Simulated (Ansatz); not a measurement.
Basis-set extrapolation for C₂H₈BNSi, SMILES `C=C[SiH2]BN` (PBE0-D4/def2-TZVP geometry, frozen core, Ansatz). Multiplicity 1, RHF reference.

|  | def2-TZVPP | def2-QZVPP |
| --- | --- | --- |
| HF | -448.544876 | -448.561248 |
| MP2 correlation | -0.762934 | -0.814112 |
| CCSD(T) correlation | -0.853145 | not run |

Energies in hartree. Use E(X) = E(∞) + A·exp(−7.88·√X) for Hartree–Fock and E(X) = E(∞) + B·X^(−2.97) for correlation, with X = 3 and 4, and add CCSD(T) minus MP2 of the smaller set to the MP2 limit.

Q: What is the CCSD(T) energy at the basis-set limit?

A: HF limit: -448.561248 + (-0.016372) × 0.13774 = -448.56350. MP2 limit: -0.814112 + (-0.051178) × 0.74074 = -0.85202. Higher-order term: -0.853145 − (-0.762934) = -0.09021. Total: -449.50573 hartree, 282.8 kJ/mol below CCSD(T)/def2-TZVPP.
